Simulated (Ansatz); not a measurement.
System: CH4O2, net charge 0, singlet state. 
Geometry from a B3LYP-D3(BJ)/def2-TZVP (Ansatz, a program for electronic structure) optimisation:
```xyz
7

O     -1.0706     0.4529     0.2878
C     -0.1133    -0.5141    -0.0675
O      1.1760     0.0251    -0.2250
H     -1.1199     1.1035    -0.4232
H     -0.3449    -0.9848    -1.0262
H     -0.1496    -1.2587     0.7315
H      1.4512     0.3997     0.6207
```

Basis-set convergence of Hartree-Fock and CCSD correlation energies (hartree) with Ansatz. Correlated levels leave the core frozen unless marked. Spin-orbit coupling is left out. Non-relativistic.

```tsv
basis	functions	E(HF)	E(corr, CCSD)
aug-cc-pVDZ	105	-189.94491	-0.57681
aug-cc-pVTZ	230	(withheld)	(withheld)
```

Complete the blanks.


- aug-cc-pVTZ, E(HF): -189.99241
- aug-cc-pVTZ, E(corr, CCSD): -0.68953
